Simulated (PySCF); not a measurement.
**Hf (hafnium, neutral): UHF calculation**

Configuration: [Xe] 4f14 5d2 6s2, high-spin 3F determinant. All numbers are calculated (PySCF 2.14, scalar relativity through the core potential, in aug-cc-pVDZ-PP with ECP60MDF (5s5p4d2f, 54 functions)).

* Total energy: -47.943256 hartree
* One-electron energy: -79.5550 hartree
* Hartree (Coulomb) energy: 36.9652 hartree
* Exchange energy: -5.3535 hartree
* ⟨S²⟩: 2.0124
* ⟨L²⟩: 12.025
* Sum of ⟨r⟩: 22.79 bohr
* Sum of ⟨r²⟩: 61.07 bohr²

```tsv
shell	electrons	mean orbital energy (hartree)	rms radius, mean of both spins (bohr)
5s α	1	-2.94252	1.23
5s β	1	-2.88581	1.23
5p α	3	-1.62722	1.46
5p β	3	-1.53685	1.46
5d α	2	-0.26828	2.58
6s α	1	-0.25957	4.00
6s β	1	-0.21481	4.00
```

Energies and moments cover only the electrons outside the core potential. Spin-orbit coupling, absent here, splits the open shell strongly.
